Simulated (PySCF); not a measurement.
Species: C2H3FO4S.
Cartesian coordinates in Å at the GFN2-xTB level; atoms count from 1:
```xyz
11
C2H3FO4S angstrom
O      1.2207   -0.9478    1.5163
S      1.4216   -0.4408    0.2135
O      2.6870   -0.5242   -0.3953
O      0.8500    1.0589    0.1196
C     -0.5484    0.9714    0.1304
C     -0.8979   -0.4030   -0.5094
F     -1.6197   -1.1363    0.3939
O      0.2812   -1.0291   -0.7993
H     -0.9274    0.9832    1.1583
H     -0.9458    1.8125   -0.4394
H     -1.5159   -0.3421   -1.4145
```

Theory: B3LYP/def2-SVPD in PySCF (dipole) on a GFN2-xTB geometry, gas phase.

Masses are those of the commonest isotopes; rigid-rotor values at the optimised geometry. The values belong to one conformer with, in the numbering `[O:1]=[S:2]1(=[O:3])[O:4][CH2:5][C@H:6]([F:7])[O:8]1`, O1–S2–O4–C5 -72°, S2–O4–C5–C6 -29°, O4–C5–C6–F7 122°, C5–C6–O8–S2 25°.

Question: What are A, B and C (GHz)?

Answer: Ia = 143.65, Ib = 302.99, Ic = 331.10 u·Å²; 505379 MHz·u·Å²/I gives 3518, 1668 and 1526 MHz, that is A = 3.5182, B = 1.6680, C = 1.5264 GHz.

Question: What kind of rotor is it?

Answer: An asymmetric top; Ray's κ = -0.858.

Question: Is it planar, by Δ = Ic − Ia − Ib?

Answer: Not planar: Δ = Ic − Ia − Ib = -115.54 u·Å². For a rigid frame Δ = −2 Σ m c², so Σ m c² = 57.77 u·Å² lies off the ab plane: 3.87 from hydrogen and 53.90 from heavier atoms. The atom farthest from that plane is 1.42 Å away.

Question: List the rotational levels J(Ka,Kc) to J = 4 (K).

Answer: Above 0(0,0), as E/k:
J = 1: 1(0,1) 0.153, 1(1,1) 0.242, 1(1,0) 0.249
J = 2: 2(0,2) 0.460, 2(1,2) 0.542, 2(1,1) 0.562, 2(2,1) 0.829, 2(2,0) 0.829
J = 3: 3(0,3) 0.918, 3(1,3) 0.991, 3(1,2) 1.032, 3(2,2) 1.289, 3(2,1) 1.290, 3(3,1) 1.750, 3(3,0) 1.750
J = 4: 4(0,4) 1.527, 4(1,4) 1.590, 4(1,3) 1.658, 4(2,3) 1.902, 4(2,2) 1.907, 4(3,2) 2.364, 4(3,1) 2.364, 4(4,1) 3.008, 4(4,0) 3.008

Question: Predict some low-J microwave lines.

Answer: The dipole components are |μa| = 3.42 D, |μb| = 3.00 D, |μc| = 0.90 D. Intensities carry the squares of the components, which stand as 1.00 : 0.77 : 0.07 (a : b : c). Some lines, for components of 0.1 D or more:

| type | branch | J(Ka,Kc) | MHz | lower level (cm⁻¹) |
| --- | --- | --- | --- | --- |
| a | Q | 2(1,1) ← 2(1,2) | 425 | 0.377 |
| c | Q | 2(1,2) ← 2(0,2) | 1716 | 0.319 |
| b | R | 3(1,2) ← 2(2,1) | 4240 | 0.576 |
| c | Q | 3(2,2) ← 3(1,2) | 5343 | 0.717 |
| b | Q | 3(2,1) ← 3(1,2) | 5382 | 0.717 |
| c | Q | 2(2,1) ← 2(1,1) | 5551 | 0.391 |
| b | Q | 2(2,0) ← 2(1,1) | 5558 | 0.391 |
| b | Q | 2(2,1) ← 2(1,2) | 5975 | 0.377 |
| b | Q | 3(2,2) ← 3(1,3) | 6193 | 0.689 |
| a | R | 2(1,2) ← 1(1,1) | 6247 | 0.168 |
| b | R | 3(0,3) ← 2(1,2) | 7836 | 0.377 |
| b | R | 2(1,2) ← 1(0,1) | 8097 | 0.107 |
| c | R | 2(1,1) ← 1(0,1) | 8522 | 0.107 |
| a | R | 3(0,3) ← 2(0,2) | 9552 | 0.319 |
| b | Q | 3(3,0) ← 3(2,1) | 9571 | 0.897 |
| a | R | 3(2,2) ← 2(2,1) | 9583 | 0.576 |
| b | Q | 3(3,1) ← 3(2,2) | 9610 | 0.896 |
| a | R | 3(1,2) ← 2(1,1) | 9790 | 0.391 |
| b | R | 3(1,3) ← 2(0,2) | 11082 | 0.319 |
| c | R | 2(2,0) ← 1(1,0) | 12089 | 0.173 |
| b | R | 3(2,2) ← 2(1,1) | 15134 | 0.391 |
| c | R | 3(2,1) ← 2(1,1) | 15173 | 0.391 |
| c | R | 3(2,2) ← 2(1,2) | 15559 | 0.377 |
| b | R | 3(2,1) ← 2(1,2) | 15597 | 0.377 |
| c | R | 3(3,0) ← 2(2,0) | 19185 | 0.576 |
| c | R | 3(3,1) ← 2(2,1) | 19193 | 0.576 |
| b | R | 3(3,0) ← 2(2,1) | 19193 | 0.576 |

Question: Estimate the classical rotational partition function at 10 K, 298.15 K and 500 K.

Answer: Point group C1, symmetry number σ = 1; q = (√π/σ)·√((kT/h)³/(ABC)), k/h = 20836.6 MHz/K: 1780 at 10 K, 290000 at 298.15 K, 630000 at 500 K.

Whether it is a minimum is left open (no frequencies). Zero-point vibration and centrifugal distortion are left out.

On Arm Neoverse V2, one thread, no GPU, on a shared host, this took 38 s of wall time. This is the B3LYP/def2-SVPD job that gave the dipole, with the excitations it also computed.
